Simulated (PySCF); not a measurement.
Species: CH₈BClN₂.
Z-matrix (Å and degrees, PBE0-D3(BJ)/def2-SVP geometry), rows numbered from 1:
```
C 
N   1  1.4641
B   2  1.6477  1  113.56
N   3  1.4742  2  107.53  1   -62.26
Cl  3  1.8930  2  100.21  1   176.35
H   1  1.0992  2  111.89  3   173.84
H   1  1.0974  2  108.78  3   -64.72
H   1  1.0979  2  107.05  3    52.27
H   2  1.0217  1  112.47  3   122.24
H   2  1.0232  1  110.93  3  -119.50
H   3  1.2216  2  105.10  1    60.67
H   4  1.0136  3  113.83  2   141.58
H   4  1.0162  3  114.89  2   -93.25
```

Computed with PySCF 2.14.0, PBE0-D3(BJ)/def2-SVP geometry optimisation, gas phase.

Take the most abundant isotopes and a rigid rotor. The values belong to one conformer with, in the numbering `[CH3:1][NH2+:2][B@H-:3]([NH2:4])[Cl:5]`, C1–N2–B3–N4 -62°, N2–B3–N4–H 142° and -93°.

Task: Give the principal moments of inertia and the rotational constants in MHz.

Result: Ia = 81.94, Ib = 219.79, Ic = 281.05 u·Å²; 505379 MHz·u·Å²/I gives A = 6168, B = 2299, C = 1798 MHz.

Task: What kind of rotor is it?

Result: An asymmetric top; Ray's κ = -0.771.

Task: What does the inertial defect say?

Result: Not planar: Δ = Ic − Ia − Ib = -20.69 u·Å². For a rigid frame Δ = −2 Σ m c², so Σ m c² = 10.34 u·Å² lies off the ab plane: 7.06 from hydrogen and 3.28 from heavier atoms. The atom farthest from that plane is 1.65 Å away.

Task: Give the other two planar moments, Paa and Pbb, and the rms extents of the mass along the axes.

Result: Paa = Σ m a² = (Ib + Ic − Ia)/2 = 209.45 and Pbb = Σ m b² = (Ia + Ic − Ib)/2 = 71.60 u·Å². With the mass M = 94.05 u, the rms extents √(P/M) along a, b and c are 1.49, 0.87, 0.33 Å.

Task: Give the coordinates in the principal-axis frame, origin at the centre of mass.

Result: The sense of each axis is arbitrary; atoms in the order of the calculation.
```tsv
atom	mass (u)	a (Å)	b (Å)	c (Å)
C1	12.000	2.438	0.466	0.064
N2	14.003	1.025	0.734	-0.208
B3	11.009	0.005	-0.383	0.444
N4	14.003	0.315	-1.684	-0.177
Cl5	34.969	-1.666	0.375	-0.021
H6	1.008	3.098	1.162	-0.472
H7	1.008	2.611	0.546	1.144
H8	1.008	2.634	-0.570	-0.243
H9	1.008	0.729	1.652	0.131
H10	1.008	0.840	0.736	-1.214
H11	1.008	0.200	-0.328	1.649
H12	1.008	0.265	-2.467	0.464
H13	1.008	-0.246	-1.912	-0.994
```

Task: Which types of transition are allowed, and where do some lines up to J = 5 fall?

Result: The dipole components are |μa| = 4.29 D, |μb| = 1.48 D, |μc| = 1.47 D. Intensities carry the squares of the components, which stand as 1.00 : 0.12 : 0.12 (a : b : c). Some lines, for components of 0.1 D or more:

```
type  branch         J(Ka,Kc)    MHz  lower level (cm⁻¹)
   a       Q  2(1,1) ← 2(1,2)   1503               0.522
   c       Q  3(1,3) ← 3(0,3)   2814               0.813
   a       R  1(0,1) ← 0(0,0)   4098               0.000
   b       R  1(1,1) ← 0(0,0)   7966               0.000
   b       R  5(1,4) ← 4(2,3)  11567               1.915
   a       R  3(2,2) ← 2(2,1)  12293               0.960
   c       R  2(1,1) ← 1(0,1)  13066               0.137
   b       Q  3(3,0) ← 3(2,1)  20400               1.377
   a       R  5(4,2) ← 4(4,1)  20589               3.566
   c       R  4(1,3) ← 3(0,3)  23111               0.813
   b       Q  5(4,1) ← 5(3,2)  28657               3.297
   b       R  5(2,4) ← 4(1,3)  30332               1.583
   b       R  3(3,1) ← 2(2,0)  32869               0.961
   c       R  3(3,0) ← 2(2,0)  32872               0.961
   c       R  3(3,1) ← 2(2,1)  32915               0.960
   c       Q  5(5,1) ← 5(4,1)  36976               4.253
   c       R  4(3,2) ← 3(2,2)  37096               1.370
   b       R  5(3,2) ← 4(2,3)  41433               1.915
   c       R  5(4,2) ← 4(3,2)  49346               2.607
```

No PBE0-D3(BJ)/def2-SVP frequencies stand behind this structure, so it isn't proved a minimum. No vibrational averaging or centrifugal distortion is included, and the geometry carries the error of its method. A rigid rotor knows nothing of inversion at nitrogen or internal rotation, which can split or shift real lines. Quadrupole hyperfine structure (11B, 14N, 35Cl) is left out.

On Arm Neoverse N1, one thread, shared host, this took 45 s and 0.51 GiB of memory at its peak. These figures are those of the optimisation.
